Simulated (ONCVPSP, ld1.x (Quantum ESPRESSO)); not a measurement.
## Potentials for S compared

Generated with ld1.x 7.5 (TM, RRKJ, ultrasoft, PAW), atompaw 4.2 or ONCVPSP 4.0.1. The cutoff is in Ry: for ld1.x and atompaw files where the sum of valence levels is converged to 10 mRy in a Bessel basis, for ONCV files where the hardest occupied wave has 1 mHa per electron of residual kinetic energy. The error is the largest all-electron minus pseudo excitation energy over each file’s own four to seven test configurations (ionisations up to +4, promotions, holes and added fractions of an electron), all of which were solved. The labels leave out finer settings (local radius, basis sizes, second energies), which also bear on the numbers. Spin-polarised tests are not counted. The rows are a selection from randomly drawn settings: files with unsolved tests, undetermined cutoffs or missed reference levels are left out.

A true bound ghost makes a file unfit for plane-wave use even where its test errors are small: the radial tests pick states by their node count and pass the ghost by.

```tsv
potential	cutoff (Ry)	largest error (meV)	bound ghosts
ONCV, LDA (Perdew-Zunger), scalar-relativistic, rc 0.80/0.90/0.80 (spd), local d, core correction yes, reference 2s2 2p6 3s2 3p4, qcut 14.5/12.2/12.4, projectors 2/3/0	314	+13	none
ONCV, PBE, non-relativistic, rc 0.75/0.85 (sp), local smoothed, core correction yes, reference 2s2 2p6 3s2 3p4, qcut 14.6/16.5, projectors 2/3	225	-539	none
ONCV, LDA (Perdew-Wang 92), scalar-relativistic, rc 1.10/1.40 (sp), local smoothed, core correction yes, reference 3s2 3p4, qcut 4.7/6.7, projectors 2/2	36	+46	s
ONCV, PBE, scalar-relativistic, rc 0.85/0.70 (sp), local smoothed, core correction yes, reference 2s2 2p6 3s2 3p4, qcut 12.6/15.7, projectors 2/3	369	+11	none
TM, LDA (PZ), scalar-relativistic, rc 1.45/1.10/1.45 (spd), local s, core correction yes, reference 3s2 3p2.5	90	+83	none
ONCV, LDA (Perdew-Wang 92), scalar-relativistic, rc 1.15/1.15/1.00 (spd), local smoothed, core correction no, reference 3s2 3p3, qcut 6/8.1/8.5, projectors 2/2/1	185	+234	s, p
ONCV, PBE, scalar-relativistic, rc 1.15/1.60/1.30 (spd), local smoothed, core correction yes, reference 3s2 3p1, qcut 7.4/5.9/7.1, projectors 2/3/2	28	+63	s
```

(1) Fill in the row for S: ONCV, PBE, scalar-relativistic, rc 1.40/1.40/1.45 (spd), local smoothed, core correction no, reference 3s2 3p4, qcut 6/5.5/7.3, projectors 3/2/2.

(2) Fill in the row for S: TM, Wu–Cohen, scalar-relativistic, rc 1.50/1.70/1.65 (spd), local smoothed, core correction yes, reference 3s2 3p4.

## Answers

(1) cutoff 27 Ry, largest error +32 meV, bound ghosts: s.

(2) cutoff 35 Ry, largest error +234 meV, bound ghosts: none.
